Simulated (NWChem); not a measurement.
Species: H$_{2}$BO$_{2}$ cation

```xyz
5

O      0.1969    -1.2355     0.0677
B      0.0000     0.0000     0.0010
O     -0.1969     1.2355     0.0677
H     -0.1461    -2.0529    -0.3236
H      0.1461     2.0529    -0.3236
```
Atoms are numbered in this order, from 1.

Results from NWChem. Pople sets run with spherical d functions. STO-3G and 3-21G are far too small for this property and stand as cheap habits. The geometry was optimised at PBE0/def2-SVP. Field at 589 nm.

Q: Order these by “anisotropy (bohr³)”, lowest first: B3LYP/STO-3G; B3LYP/6-31G*; B3LYP/aug-cc-pVDZ.

A: B3LYP/aug-cc-pVDZ (13.3), B3LYP/6-31G* (14.8), B3LYP/STO-3G (19.2)
